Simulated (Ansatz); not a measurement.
Reaction (formal exchange of groups at the Si–Cl bond): `C=N[SiH](C)Cl` + BH₃ → `B[SiH](C)N=C` + HCl

Isolated molecules relaxed with PBE0-D4/def2-TZVP in Ansatz; ΔE leaves out vibrations. CBS: MP2 limit from def2 TZ/QZ plus the TZ coupled-cluster correction, frozen cores. This one scheme is used for every species. Functionals use def2-TZVPP. Each species was taken in one conformer, which may not be the lowest.

CCSD(T)/CBS gives +33.2 kcal/mol.

Task: Another level gave +33.8 kcal/mol. Which?
A. B2PLYP/def2-TZVPP
B. PBE-D4/def2-TZVPP
C. CCSD(T)/def2-TZVPP
D. MP2/def2-TZVPP

Result: A. B2PLYP 33.8, MP2/def2-TZVPP 35.2, PBE-D4 30.0, CCSD(T)/def2-TZVPP 32.2 kcal/mol.

Largest T1 diagnostic among the species: 0.012.

From PBE to PBE0 (25 % exact exchange), in def2-TZVPP and without D4, ΔE moves by +1.6 kcal/mol. In def2-TZVPP, CCSD(T) changes the Hartree–Fock value by −4.3 kcal/mol (the triples alone add −0.2 kcal/mol) and MP2 by −1.4 kcal/mol.
